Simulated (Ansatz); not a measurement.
`C#C[Si](F)(F)Cl` + CH₃NH₂ → `C#CNC` + `F[SiH](F)Cl` at 500 K and 1 bar (substitution at a C–Si bond).

Program: Ansatz. Geometries: PBE0-D4/def2-TZVP. ΔE: electronic, gas phase. CCSD(T)/CBS is the MP2 limit (def2-TZVPP, def2-QZVPP) plus CCSD(T) − MP2 in def2-TZVPP, frozen cores.

```tsv
species	CCSD(T)/CBS energy (Eh)	H − E (kJ/mol)	S (J/(mol·K))
`C#C[Si](F)(F)Cl`	-1025.29095	115.9	406.2
CH₃NH₂	-95.75281	191.8	270.3
`C#CNC`	-171.77864	227.1	338.5
`F[SiH](F)Cl`	-949.23245	73.8	338.6
```

H − E and S are ideal-gas, rigid-rotor, harmonic terms from PBE0-D4/def2-TZVP, for one conformer and one mirror image of each species. 1 Eh = 2625.50 kJ/mol, R = 8.31446 J/(mol·K).

Q: By hand: ΔE, ΔH, ΔS and ΔG.

A: ΔE = (-171.77864) + (-949.23245) − (-1025.29095) − (-95.75281) = 0.03267 Eh = 85.8 kJ/mol. Δ(H − E) = 227.1 + 73.8 − 115.9 − 191.8 = -6.8, so ΔH = 79.0 kJ/mol. ΔS = 338.5 + 338.6 − 406.2 − 270.3 = 0.6 J/(mol·K). ΔG = 79.0 − 500 × (0.6)/1000 = 78.7 kJ/mol.

Q: By hand: the equilibrium constant, and the temperature at which ΔG would vanish if ΔH and ΔS stayed fixed.

A: log₁₀ K = −ΔG/(RT ln 10) = -8.2. ΔG = 0 at ΔH/ΔS = 131667 K, far beyond where these terms or the molecules hold.

The number of gas molecules stays the same, so ΔS is small and ΔH decides. A doubt of 5 kJ/mol in ΔE shifts log₁₀ K by 0.5 here. Other conformers and mirror images would add mixing entropy, several J/(mol·K) or more a flexible species. These are equilibria of isolated gas molecules and say nothing of rates. Largest T1 diagnostic: 0.012 (customary marks: 0.02 for closed shells, 0.045 for open ones).
